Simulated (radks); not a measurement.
Q: The table gives one normalised radial function P(r) = r R(r) of O3+ in [He] 2s2 2p1 (r in bohr). All-electron calculation, scalar-relativistic Kohn-Sham, exchange-only B88, spin-polarised, spherical densities, finite nucleus; open shells are filled with parallel spins first; Fermi nuclear charge, rms radius 2.6991 fm. Program: a radial shooting solver on a logarithmic mesh with Libxc functionals.

| r | P |
|---|---|
| 0.01143 | 0.1246 |
| 0.01537 | 0.1621 |
| 0.02083 | 0.2099 |
| 0.02801 | 0.2657 |
| 0.03796 | 0.3309 |
| 0.05104 | 0.3972 |
| 0.06917 | 0.4579 |
| 0.093 | 0.4926 |
| 0.126 | 0.4769 |
| 0.1695 | 0.3811 |
| 0.2297 | 0.1727 |
| 0.3088 | -0.1406 |
| 0.4185 | -0.5315 |
| 0.5626 | -0.8790 |
| 0.7625 | -1.0600 |
| 1.025 | -0.9726 |
| 1.389 | -0.6634 |
| 1.868 | -0.3246 |
| 2.532 | -0.0999 |
| 3.404 | -0.0180 |

Which n and l does it have? It may be an empty orbital.

A: n = 2, l = 0: the number of nodes gives n - l - 1 = 1, the rise at small r (about r^(l+1)) gives l, and the extent must fit the shell. The curve is that of 2s up; the table hardly tells the two spins apart. 2s up: eigenvalue -79.855 eV, 1 radial node at r = 0.273 bohr, <r> = 0.973 bohr, 90 % of the charge inside 1.51 bohr.
